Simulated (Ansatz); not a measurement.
Ideal-gas functions of `OC(Cl)Br` at 600 K and 1 bar, from an Ansatz frequency run at PBE0-D4/def2-TZVP.

Molar mass 145.38 g/mol, point group C1 (symmetry number 1), electronic degeneracy 1, moments of inertia 79.632, 251.872, 319.58 u Å². Harmonic wavenumbers (cm⁻¹, unscaled): 222, 280, 406, 462, 617, 723, 1159, 1200, 1265, 1407, 3189, 3809.

Use S(trans) = R[1.5 ln M + 2.5 ln T − 1.1517]; rotational temperatures θ = 24.2544 K / I; S(rot) = R[ln(√π/σ · √(T³/θAθBθC)) + 1.5]; for each mode x = 1.438777 ν̃/T, S = R[x/(eˣ − 1) − ln(1 − e⁻ˣ)] and H = RT x/(eˣ − 1); 1 cm⁻¹ = 0.0119627 kJ/mol; R = 8.31446 J/(mol·K).

Task: By hand: the entropy, in J/(mol·K).

Result: Translation 185.5. Rotation: θ = 0.3046, 0.0963, 0.0759 K, giving 122.4. Vibration, mode by mode: 13.65, 11.78, 8.86, 7.88, 5.78, 4.71, 2.06, 1.91, 1.69, 1.28, 0.03, 0.01, in all 59.6. Electronic 0.0. Sum 367.5 J/(mol·K).

Task: By hand: H − E and G − E in kJ/mol, counted from the electronic energy.

Result: Zero-point energy ½ × 14739 × 0.0119627 = 88.2; thermal vibration 20.1; translation, rotation and pV give 4 RT = 20.0. H − E = 128.3 kJ/mol, and G − E = 128.3 − 600 × 367.5/1000 = -92.2 kJ/mol.

Vibration gives 16 % of the entropy. The sum counts one conformer and one mirror image; others add a mixing term.
